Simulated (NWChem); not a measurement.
System: SiNH3S, singlet; SMILES N[Si]S

```xyz
6

Si    -0.7025    -0.6302     0.0000
N      0.7659    -1.5241     0.0000
H      0.7433    -2.5385     0.0000
H      1.7175    -1.1672     0.0000
S      0.1941     1.3487     0.0000
H     -0.9908     1.9945     0.0000
```
Atoms are numbered in this order, from 1.

Level: PBE0/def2-SVP (NWChem), optimised geometry, unscaled harmonic frequencies. Low-valent species are run as closed-shell singlets; no triplet was tried in these runs.

```csv
frequency (cm⁻¹),IR intensity (km/mol)
237,5.0
289,15.9
482,48.5
501,155.8
517,51.7
704,9.2
805,75.8
878,66.4
1542,56.1
2728,1.2
3583,34.1
3695,56.6
```

```
Quantity                                                                            Value
-----------------------------------------------------------------------  ----------------
zero-point energy                                                           22.8 kcal/mol
thermal correction to the enthalpy at 298.15 K (with zero-point energy)     26.3 kcal/mol
heat capacity Cv                                                         15.2 cal/(mol K)
entropy at 298.15 K and 1 atm (symmetry number 1)                        69.4 cal/(mol K)
dipole moment                                                                      1.55 D
```

Rigid rotor and harmonic oscillator.
